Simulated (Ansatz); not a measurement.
BH4ISi (`[SiH3]BI`), relaxed with RKS PBE-D4/def2-SVP in Ansatz 0.2.0 from a rough embedded geometry. The force threshold is 0.03 eV/Å; the program also tests the step.

Charge 0, multiplicity 1. I: def2 effective core potential.

Start:

```xyz
7

Si   -0.476    0.127    0.656
B     0.731   -0.374   -0.686
I     0.554    0.552   -2.660
H    -1.820   -0.124    0.251
H    -0.387    1.593    0.966
H    -0.196   -0.604    1.952
H     1.594   -1.171   -0.479
```

```json
{"step": "1", "energy (eV)": "-16710.6109", "largest force (eV/Å)": "2.286", "largest move (Å)": "0.000"}
{"step": "2", "energy (eV)": "-16710.8569", "largest force (eV/Å)": "0.897", "largest move (Å)": "0.180"}
{"step": "3", "energy (eV)": "-16710.9104", "largest force (eV/Å)": "0.201", "largest move (Å)": "0.044"}
{"step": "4", "energy (eV)": "-16710.9128", "largest force (eV/Å)": "0.046", "largest move (Å)": "0.012"}
{"step": "5", "energy (eV)": "-16710.9132", "largest force (eV/Å)": "0.019", "largest move (Å)": "0.015"}
```

End:

```xyz
7

Si   -0.505    0.143    0.728
B     0.788   -0.385   -0.730
I     0.591    0.509   -2.651
H    -1.919   -0.125    0.278
H    -0.387    1.624    0.989
H    -0.269   -0.588    2.024
H     1.700   -1.179   -0.637
```

Hardware: 2 threads of an Arm Neoverse V2 on a shared host. Wall time 5.5 s, peak host memory 0.14 GiB.
